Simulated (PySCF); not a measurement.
Structure problem from calculated spectra and properties.

Elements present: C, H, N, S and Si. Monoisotopic mass: 186.9946 u.

* UV, first state: lowest singlet excitation: 5.29 eV (234 nm, f = 0.001) [TDDFT wB97X-D/def2-SVPD]
* Rotational structure: rotational constants A, B, C: 1.251, 0.631, 0.619 GHz [PBE0-D3(BJ)/def2-SVP]
* Dipole: 4.25 D [wB97X-D/def2-SVPD]
* UV, strongest line: among the 10 lowest singlet transitions: S10 at 7.25 eV (171 nm, f = 0.041) [TDDFT wB97X-D/def2-SVPD]
* Polarisability: 132.0 au [wB97X-D/def2-SVPD]
* NMR, other nuclei: isotropic shieldings of nuclei other than C and H, by class: -73 (1 N), 345 (1 Si), 584 (2 S) ppm [GIAO KT3/pcSseg-1]
* 13C NMR: chemical shifts (computed TMS as zero) by class: 110.1 (1 C), 43.9 (2 C), 5.6 (2 C), -0.8 (1 C) ppm [GIAO KT3/pcSseg-1]

The electronic properties come from PySCF, for the isolated species, density fitting. Levels stand in brackets. One conformer (not necessarily the lowest) at the PBE0-D3(BJ)/def2-SVP geometry, without solvent, vibrations or thermal averaging. NMR classes are plain means over equivalent atoms (diastereotopic ones count apart unless rotation or inversion swaps them), as if these changed places fast.

Question: Which formula fits the mass and the elements?

Answer: C6H9NS2Si (calculated 186.9946). No other formula that holds each of these elements comes within 0.0003 u with a fitting electron parity and a possible valence count.

Question: Give a SMILES that accounts for the data.

Answer: Numbering: `[N:1]#[C:2][Si:3]1([CH:4]2[CH2:5][CH2:6]2)[S:7][CH2:8][CH2:9][S:10]1`. Its formula, C6H9NS2Si, gives 4 degrees of unsaturation: 2 rings and 2 π bonds in the structure found. 6 carbons fall into 4 classes; from least to most shielded: cyano carbon [C2] (110.1 ppm), ring sp3 carbon bound to sulfur [C8/C9] (43.9 ppm, 2 C), three-membered-ring carbon [C5/C6] (5.6 ppm, 2 C), ring sp3 carbon bound to silicon [C4] (-0.8 ppm). The other shieldings belong to: -73 ppm, cyano nitrogen [N1]; 345 ppm, four-coordinate silicon [Si3]; 584 ppm, sulfur bonded to C and Si [S7/S10]. The optimised geometry has point group C1 and is an asymmetric top. Structure: `N#C[Si]1(C2CC2)SCCS1`. The assignments are read from this structure; whether some other isomer fits the data as well wasn't checked.
